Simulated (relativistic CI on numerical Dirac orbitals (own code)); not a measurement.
**Cubic crystal-field splitting of Yb³⁺ by operator equivalents**

Problem. Yb³⁺ (4f13) sits in a cubic field with the Wybourne parameters B⁴₀ = 1160 and B⁶₀ = 760 cm⁻¹. Find the levels of its ground J multiplet, neglecting the mixing with the other J.

Working.
1. One f hole has the ground level ²F7/2 with g_J = 8/7 and the Stevens factors β = −2/1155 and γ = 4/27027.
2. Stevens form: B₄ = β B⁴₀/8 = -0.2511 and B₆ = γ B⁶₀/16 = 0.00703 cm⁻¹, in H = B₄(O₄⁰ + 5O₄⁴) + B₆(O₆⁰ − 21O₆⁴).
3. For J = 7/2 the eigenvalues are E(Γ6) = 840B₄ − 25200B₆ = -388.1, E(Γ7) = −1080B₄ − 15120B₆ = 164.9 and E(Γ8) = 120B₄ + 20160B₆ = 111.6 cm⁻¹.
4. Order and energies above the lowest: Γ6 0.0, Γ8 499.7, Γ7 552.9 cm⁻¹. A Γ6 ground doublet has the isotropic |g| = 2.667.

Check. Diagonalising spin-orbit coupling (free-ion gap 10020 cm⁻¹, from a Dirac-Coulomb-Breit calculation) and field together in all 14 states gives Γ6 0.0, Γ8 485.5, Γ7 549.2 cm⁻¹, with |g| = 2.667. The other multiplet starts at 10312 cm⁻¹; the differences from the hand values come from J mixing and grow with the ratio of the field to that gap.
